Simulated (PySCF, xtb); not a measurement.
Al(F)(GeH3)(Me) (CH6AlFGe), SMILES [CH3][Al]([F])[GeH3].

GFN2-xTB in xtb at its own geometry gives an orbital gap of 4.01 eV and a dipole moment of 2.28 D.

The structure is a stationary point at PBE0-D3(BJ)/def2-SVP.

Task: What does PBE/def2-TZVP run with PySCF give? (An estimate is asked for; the answer gives what the named calculation found.)

Result: gap 4.36 eV (levels -6.48 and -2.12 eV), dipole 1.75 D.
